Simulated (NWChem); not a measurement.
System: SnF$_{2}$, singlet; SMILES [Sn]([F])[F]

```xyz
3

Sn     0.0000     0.0000     0.3456
F     -1.4491     0.0000    -0.9601
F      1.4491     0.0000    -0.9601
```
Atoms are numbered in this order, from 1.

Low-valent species are run as closed-shell singlets; no triplet was tried in these runs. Coordinates come from a PBE0/def2-SVP optimisation. def2 effective core potentials on Sn; no spin-orbit coupling.

Symmetry labels are those of C2v in the frame above (b1 and b2, or b-type labels, depend on it).

Question: List the 4 lowest vertical singlet excitations and the 4 lowest triplet ones from BHandHLYP/def2-SVP with def2 effective core potentials on Sn, TDA (NWChem).

Answer: 
```
state  energy (eV)  oscillator strength  symmetry  leading excitation (squared amplitude)
-----  -----------  -------------------  --------  --------------------------------------
S1            5.33                0.197        b2                      HOMO → LUMO (0.96)
S2            6.75                0.000        a2                    HOMO−1 → LUMO (0.99)
S3            7.20                0.046        b1                    HOMO−2 → LUMO (0.66)
S4            7.45                0.017        b2                    HOMO−4 → LUMO (0.98)
T1            3.55       spin-forbidden        b2                      HOMO → LUMO (0.98)
T2            5.87       spin-forbidden        b1                    HOMO → LUMO+1 (0.97)
T3            6.61       spin-forbidden        b1                    HOMO−2 → LUMO (0.99)
T4            6.62       spin-forbidden        a2                    HOMO−1 → LUMO (0.99)
```
